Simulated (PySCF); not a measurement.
## Choosing a basis for TDDFT

Species: C₃H₈GaN.
SMILES: `CC#[N+][GaH2-][CH3]`

TDDFT with PBE0 (PySCF), vertical singlets, core orbitals frozen in the response, spherical d and f functions. Geometry: PBE0-D3(BJ)/def2-SVP; no solvent, vibrations or thermal averaging. The PBE0/6-31G* calculation is non-relativistic and has no spin–orbit coupling, an omission that weighs most on gallium.

```tsv
basis	functions	diffuse	S1 (eV)	S2 (eV)	S3 (eV)	S4 (eV)	S5 (eV)	LUMO (eV)	α (au)
6-31G*	104	no	5.59	5.64	5.74	5.95	6.68	-0.19	65.3
def2-SVP	128	no	5.49	5.53	5.57	5.78	6.79	-0.36	67.5
def2-SVPD	182	yes	5.43	5.47	5.50	5.70	6.01	-0.50	79.0
aug-cc-pVDZ	200	yes	5.47	5.50	5.56	5.56	5.68	-0.72	80.4
def2-TZVP	220	no	5.46	5.51	5.57	5.76	6.35	-0.44	75.5
def2-TZVPD	274	yes	5.44	5.48	5.54	5.71	5.75	-0.49	80.2
```

How much do these states and the polarisability depend on the basis?

States are compared by their number. Against the largest diffuse basis here (def2-TZVPD, itself not a converged limit), sets without diffuse functions differ by up to 0.15 eV in S1 and 1.04 eV in S5; the smaller diffuse sets differ by up to 0.03 and 0.27 eV. State by state, the largest deviation of a set without diffuse functions is S1 0.15, S2 0.16, S3 0.20, S4 0.24, S5 1.04 eV. The same number needn't mean the same state in each row. Against def2-TZVPD the polarisability deviates by -19% in 6-31G*, -16% in def2-SVP, -1% in def2-SVPD, 0% in aug-cc-pVDZ, -6% in def2-TZVP.
